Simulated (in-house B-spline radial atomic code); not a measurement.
How numerical settings move a run on Pd+, [Kr] 4d9. Computed with a B-spline radial code for spherical atoms: scalar-relativistic (X2C) PBE, spin-polarised, spherical fractional occupations, Fermi nucleus of rms radius 4.5318 fm.

Command:
```bash
python run_scf.py task.json out
```
Settings of the sound reference run:
```
Z                46
electrons        45
configuration    [Kr] 4d9
hamiltonian      x2c
method           pbe,pbe
spin_polarised   True
nucleus          fermi
rms_radius       4.5318
mass_number      106
atomic_mass      105.9035
speed_of_light   137.036
knot_spacing     0.22
spline_order     8
gauss_points     12
box_radius       35.29
max_iterations   70
damping          0.5
damped_steps     3
diis_vectors     10
tolerance        1e-08
start            Thomas-Fermi
```

Run time, properties included: 0.4 s on 1 thread of Intel(R) Xeon(R) Platinum 8375C CPU @ 2.90GHz, with other jobs on the host.

It converges in 10 iterations to -5044.630966 hartree, with 4d down at -14.2634 eV. The other runs change the listed settings, some to values that make no sense; their results aren't properties of the atom or ion. Radii are in bohr (the nuclear one in fm), a minus after a letter asks for a j subshell, and «unchanged» means within 1e-8 hartree. The run stops when the residual is below 10 × tolerance × max(1, Z/10), or a noise floor if that is larger, and the energy moves by less than 1e-8 × √|E| hartree; so very loose and very tight tolerances often act alike.

```tsv
changed settings	outcome
first_knot = 2.17e-05	converged in 10 iterations, energy -4.70e-07 hartree from the reference, 4d down level +3.9e-07 eV
spline_order = 10, gauss_points = 8, max_iterations = 75, diis_vectors = 0, start = bare nucleus	converged in 21 iterations, energy -2.71e-06 hartree from the reference, 4d down level +1.3e-05 eV
box_radius = 5.29	converged in 10 iterations, energy +8.61e-03 hartree from the reference, 4d down level +3.4e-01 eV (the program warns: 4d down reaches the box edge; 4p up reaches the box edge)
first_knot = 0.000217	converged in 10 iterations, energy +7.30e-06 hartree from the reference, 4d down level -2.8e-06 eV
damping = 0.2	converged in 12 iterations, energy unchanged, 4d down level -8.8e-06 eV
damping = 0.95	converged in 12 iterations, energy unchanged, 4d down level -2.4e-05 eV
damping = 0.8	converged in 12 iterations, energy unchanged, 4d down level +1.3e-05 eV
box_radius = 3.53	converged in 9 iterations, energy +2.28e-01 hartree from the reference, 4d down level +4.0e+00 eV (the program warns: 4d down reaches the box edge; 4s up reaches the box edge)
electrons = 53, configuration = [Kr] 4d9 6s2 6p6, max_iterations = 60	converged in 46 iterations to -5044.0659 hartree, a different physical problem (warning: 6s up has a positive eigenvalue: unbound, held by the box)
hamiltonian = dirac, method = hf, spin_polarised = False, speed_of_light = 34.50566	stopped with error: Z/c is past the critical charge
first_knot = 0.0217	converged in 10 iterations, energy +3.72e-01 hartree from the reference, 4d down level -1.5e-04 eV
first_knot = 0.0652, max_iterations = 60, diis_vectors = 1	not converged after 60 iterations, last residual 8.7e-01, last energy +5.46e+01 hartree from the reference
max_iterations = 60, damped_steps = 1, tolerance = 1e-13, start = bare nucleus	converged in 14 iterations, energy unchanged, 4d down level +1.0e-05 eV
first_knot = 0.00217	converged in 10 iterations, energy +3.58e-02 hartree from the reference, 4d down level -1.3e-05 eV
box_radius = 2.12	converged in 9 iterations, energy +4.95e+00 hartree from the reference, 4d down level +3.5e+01 eV (the program warns: 4d down has a positive eigenvalue: unbound, held by the box; 4d up has a positive eigenvalue: unbound, held by the box)
box_radius = 17.64	converged in 10 iterations, energy -3.51e-07 hartree from the reference, 4d down level +5.3e-07 eV
box_radius = 1.41	converged in 8 iterations, energy +3.93e+01 hartree from the reference, 4d down level +1.5e+02 eV (the program warns: 4d down has a positive eigenvalue: unbound, held by the box; 4s up has a positive eigenvalue: unbound, held by the box)
max_iterations = 60, damping = 0.2, damped_steps = 30, start = bare nucleus	converged in 39 iterations, energy unchanged, 4d down level -5.1e-06 eV
```

What happens with first_knot = 0.0652?

Converged in 10 iterations, energy +3.83e+00 hartree from the reference, 4d down level -1.5e-03 eV.

What happens with box_radius = 10.59?

Converged in 10 iterations, energy -1.77e-07 hartree from the reference, 4d down level +5.2e-05 eV (the program warns: 4d down reaches the box edge).

What happens with box_radius = 141.16?

Converged in 10 iterations, energy +6.89e-07 hartree from the reference, 4d down level +1.6e-06 eV.

What happens with electrons = 48, configuration = [Kr] 4d9 5s3, max_iterations = 50?

Stopped with error: shell 5s holds at most 1 electrons (per spin).
